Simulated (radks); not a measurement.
Task: The palladium ion Pd3+, configuration [Ar] 3d10 4s2 4p5.75 4d7.25 (fractional occupations, a model configuration). Method: Dirac Kohn-Sham, exchange-only LDA, spin-unpolarised, spherical densities, point nucleus; open shells fill j = l - 1/2 first; computed with a radial shooting solver on a logarithmic mesh with Libxc functionals. Some entries of the table are withheld. Estimate them.

| orbital | occ. | eigenvalue (eV) | <r^2> (bohr^2) |
|---|---|---|---|
| 1s1/2 | 2 | -24161.54 | 0.001374 |
| 2s1/2 | 2 | -3561.966 | 0.02255 |
| 2p1/2 | 2 | (1) | 0.01687 |
| 2p3/2 | 4 | (2) | 0.01820 |
| 3s1/2 | 2 | (3) | 0.1652 |
| 3p1/2 | 2 | -574.6469 | (4) |
| 3p3/2 | 4 | -546.9002 | (5) |
| 3d3/2 | 4 | -369.1603 | 0.1512 |
| 3d5/2 | 6 | -363.6216 | 0.1541 |
| 4s1/2 | 2 | -124.5818 | 0.9947 |
| 4p1/2 | 2 | (6) | 1.152 |
| 4p3/2 | 3.75 | (7) | 1.220 |
| 4d3/2 | 4 | -40.7668 | (8) |
| 4d5/2 | 3.25 | -40.1873 | (9) |

Result: 
(1) 2p1/2 eigenvalue (eV): -3308.824
(2) 2p3/2 eigenvalue (eV): -3149.685
(3) 3s1/2 eigenvalue (eV): -674.6452
(4) 3p1/2 <r^2> (bohr^2): 0.1607
(5) 3p3/2 <r^2> (bohr^2): 0.1701
(6) 4p1/2 eigenvalue (eV): -93.2454
(7) 4p3/2 eigenvalue (eV): -88.5846
(8) 4d3/2 <r^2> (bohr^2): 2.007
(9) 4d5/2 <r^2> (bohr^2): 2.048
